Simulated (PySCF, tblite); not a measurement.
Isomers of C2H10FNSi4. Method: GFN2-xTB as coded in tblite; computed harmonic values from a numerical Hessian at the method's own geometry, unscaled. Against measured fundamentals such values can be off by several per cent, at times by over 20. Modes of hydrogen on silicon can be 10 to 20 % off. One conformer each.

Electronic energies: PBE0/pcSseg-1 single points on the GFN2-xTB geometries (PySCF, gas phase).

```tsv
SMILES	electronic energy, lowest = 0 (kcal/mol)
C#C[SiH2][Si@@H](N[SiH3])[SiH2]F	22.9
FC([SiH3])=C1[SiH2]N([SiH3])[SiH2]1	21.5
F[SiH2][Si@]1([SiH3])C=CN1[SiH3]	14.4
N#C[SiH2]C[Si](F)([SiH3])[SiH3]	1.9
F[SiH2]C#C[SiH2]N([SiH3])[SiH3]	0.0
N#CC[Si@@H](F)[SiH2][SiH2][SiH3]	9.1
```

Question: How do GFN2-xTB zero-point energies change the relative energies?

Answer: 
```json
{"SMILES": "F[SiH2]C#C[SiH2]N([SiH3])[SiH3]", "ZPE (kcal/mol)": "61.9", "of it from modes above 1550 cm⁻¹": "35.5", "electronic (kcal/mol)": "0.0", "with ZPE, lowest = 0 (kcal/mol)": "0.0", "lowest mode (cm⁻¹)": "11i", "rings": "0"}
{"SMILES": "N#C[SiH2]C[Si](F)([SiH3])[SiH3]", "ZPE (kcal/mol)": "63.9", "of it from modes above 1550 cm⁻¹": "37.4", "electronic (kcal/mol)": "1.9", "with ZPE, lowest = 0 (kcal/mol)": "3.9", "lowest mode (cm⁻¹)": "13i", "rings": "0"}
{"SMILES": "N#CC[Si@@H](F)[SiH2][SiH2][SiH3]", "ZPE (kcal/mol)": "64.5", "of it from modes above 1550 cm⁻¹": "37.1", "electronic (kcal/mol)": "9.1", "with ZPE, lowest = 0 (kcal/mol)": "11.7", "lowest mode (cm⁻¹)": "5", "rings": "0"}
{"SMILES": "F[SiH2][Si@]1([SiH3])C=CN1[SiH3]", "ZPE (kcal/mol)": "65.2", "of it from modes above 1550 cm⁻¹": "34.3", "electronic (kcal/mol)": "14.4", "with ZPE, lowest = 0 (kcal/mol)": "17.6", "lowest mode (cm⁻¹)": "29", "rings": "1"}
{"SMILES": "FC([SiH3])=C1[SiH2]N([SiH3])[SiH2]1", "ZPE (kcal/mol)": "62.2", "of it from modes above 1550 cm⁻¹": "34.5", "electronic (kcal/mol)": "21.5", "with ZPE, lowest = 0 (kcal/mol)": "21.8", "lowest mode (cm⁻¹)": "5i", "rings": "1"}
{"SMILES": "C#C[SiH2][Si@@H](N[SiH3])[SiH2]F", "ZPE (kcal/mol)": "63.8", "of it from modes above 1550 cm⁻¹": "38.0", "electronic (kcal/mol)": "22.9", "with ZPE, lowest = 0 (kcal/mol)": "24.7", "lowest mode (cm⁻¹)": "8i", "rings": "0"}
```

The zero-point energies span 3.3 kcal/mol, from `F[SiH2]C#C[SiH2]N([SiH3])[SiH3]` to `F[SiH2][Si@]1([SiH3])C=CN1[SiH3]`. Slightly imaginary modes are left out of the zero-point energy: `F[SiH2]C#C[SiH2]N([SiH3])[SiH3]` 10.6i, 5.8i cm⁻¹, `N#C[SiH2]C[Si](F)([SiH3])[SiH3]` 12.8i cm⁻¹, `FC([SiH3])=C1[SiH2]N([SiH3])[SiH2]1` 5.2i cm⁻¹ and `C#C[SiH2][Si@@H](N[SiH3])[SiH2]F` 8.4i cm⁻¹. The order is unchanged.

Question: And how do the electronic energies of GFN2-xTB itself compare?

Answer: `F[SiH2]C#C[SiH2]N([SiH3])[SiH3]` 0.0; `N#C[SiH2]C[Si](F)([SiH3])[SiH3]` 57.8; `N#CC[Si@@H](F)[SiH2][SiH2][SiH3]` 52.9; `F[SiH2][Si@]1([SiH3])C=CN1[SiH3]` 14.9; `FC([SiH3])=C1[SiH2]N([SiH3])[SiH2]1` 31.7; `C#C[SiH2][Si@@H](N[SiH3])[SiH2]F` 35.0 kcal/mol, lowest = 0. Against the energies above, taken from the same isomer `F[SiH2]C#C[SiH2]N([SiH3])[SiH3]`, the largest difference is 55.9 kcal/mol.
